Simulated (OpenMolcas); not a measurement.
Ta3+ with 6 ligands (ammonia) in octahedral coordination (S6) at 2.14 Å. Ligand basis ANO-RCC-VDZP.
```
Ta    0.0000    0.0000    0.0000
N     2.1400    0.0000    0.0000
H     2.5221    0.9457    0.0000
H     2.5221   -0.4729    0.8190
H     2.5221   -0.4729   -0.8190
N     0.0000    2.1400    0.0000
H     0.0000    2.5221    0.9457
H     0.8190    2.5221   -0.4729
H    -0.8190    2.5221   -0.4729
N    -2.1400    0.0000    0.0000
H    -2.5221   -0.9457    0.0000
H    -2.5221    0.4729   -0.8190
H    -2.5221    0.4729    0.8190
N     0.0000   -2.1400    0.0000
H     0.0000   -2.5221   -0.9457
H    -0.8190   -2.5221    0.4729
H     0.8190   -2.5221    0.4729
N     0.0000    0.0000    2.1400
H     0.9457    0.0000    2.5221
H    -0.4729    0.8190    2.5221
H    -0.4729   -0.8190    2.5221
N     0.0000    0.0000   -2.1400
H    -0.9457    0.0000   -2.5221
H     0.4729   -0.8190   -2.5221
H     0.4729    0.8190   -2.5221
```

```
Program             : OpenMolcas
Method              : CASSCF
Basis               : ANO-RCC-VTZP [8s7p5d3f2g1h]
Scalar Hamiltonian  : DKH2, point nucleus
Active space        : 2 electrons in 5 orbitals (5d)
State averaging     : 2S+1 = 3 even, 10 roots; 2S+1 = 1 even, 15 roots
Spin-orbit coupling : state interaction with AMFI integrals over the reference wave functions
```

Task: What is the spin-free ground state?

Result: A state of multiplicity 3, 2-fold in its orbital part; it has the highest spin that d2 allows.

Task: Where is the first state of the same spin?

Result: A 1-fold state lies at 733 cm-1 above the ground state.

Task: What are the lowest two levels with spin-orbit coupling?

Result: A 2-fold level with g = 0.00, 0.00, 1.74, then a 2-fold level 279.6 cm-1 above it. Their leading multiplicities are 3 (98 %) and 3 (98 %).

Task: What is χT at 300 K, and how does it compare with the textbook value?

Result: The lowest level has 2S+1 = 3, for which the spin-only value is χT = S(S+1) / 2 = 1.000 cm3 K/mol (g = 2). The computed 0.253 at 300 K differs by -0.747, through orbital momentum, spin-orbit coupling and any other state in reach.

An orbital doublet at a regular site is open to a Jahn-Teller distortion, which this geometry leaves out. Without dynamic correlation the repulsion within the d shell is too large (B by tens of per cent), so at a given field states of lower spin stand too high. The least metal-like active orbital is 70 % on the metal (Löwdin) and no ligand orbital is active, so the numbers are rough. With metal d orbitals alone the field can be off either way by tens of per cent. Ligand-to-metal charge-transfer states are missing. With no ligand orbital active B as a rule stays too high, so bands that hang on it stand too high and its fall with covalency is understated. No measured value stands beside these numbers; the geometry is a model, was not optimised and need not be the one that this ion takes.

With an even number of electrons the g values are those of a degenerate or nearly degenerate non-Kramers pair.
